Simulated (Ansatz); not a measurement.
Consider the ligand exchange at a Te–Si bond: `CC[SiH2][TeH]` + `N[AsH2]` → `N[AsH][TeH]` + `CC[SiH3]`.

Program: Ansatz. Geometries: PBE0-D4/def2-TZVP. ΔE: electronic, gas phase. CCSD(T)/CBS adds triple-zeta CCSD(T) − MP2 to the extrapolated MP2 energy (def2 sets, frozen cores). Functionals use def2-TZVPP. B3LYP here is the variant with VWN-RPA as its local correlation; programs differ in this. def2 core potentials past Kr. For As, Te outer-core shells are correlated without core-valence functions, which leaves a few kJ/mol of doubt a bond. Scalar relativity is left out up to krypton. Each species was taken in one conformer, which may not be the lowest.

| level | ΔE (kJ/mol) | difference from CCSD(T)/CBS |
| --- | --- | --- |
| PBE-D4 | -7.8 | -9.0 |
| r2SCAN-D4 | -5.4 | -6.6 |
| PBE0-D4 | -1.4 | -2.6 |
| B3LYP-D4 | -9.5 | -10.7 |
| ωB97X-V | 2.5 | 1.3 |
| ωB97M-V | 0.7 | -0.5 |
| B2PLYP | -6.3 | -7.5 |
| PBE | -9.4 | -10.6 |
| r2SCAN | -6.1 | -7.3 |
| PBE0 | -3.0 | -4.2 |
| B3LYP | -11.9 | -13.1 |
| HF/def2-TZVPP | -1.5 | -2.7 |
| MP2/def2-TZVPP | 3.6 | 2.4 |
| SCS-MP2/def2-TZVPP | 1.2 | 0.0 |
| CCSD/def2-TZVPP | 4.2 | 3.0 |
| CCSD(T)/def2-TZVPP | 2.9 | 1.7 |
| HF/def2-QZVPP | -1.8 | -3.0 |
| MP2/def2-QZVPP | 2.5 | 1.3 |
| SCS-MP2/def2-QZVPP | 0.6 | -0.6 |
| HF/CBS(def2) | -1.8 | -3.0 |
| MP2/CBS(def2) | 1.9 | 0.7 |
| CCSD/CBS(def2) | 2.5 | 1.3 |
| CCSD(T)/CBS | 1.2 | 0 |

Largest T1 diagnostic among the species: 0.012.

From PBE to PBE0 (25 % exact exchange), in def2-TZVPP and without D4, ΔE moves by +6.4 kJ/mol. In def2-TZVPP, CCSD(T) changes the Hartree–Fock value by +4.4 kJ/mol (the triples alone add −1.3 kJ/mol) and MP2 by +5.0 kJ/mol.
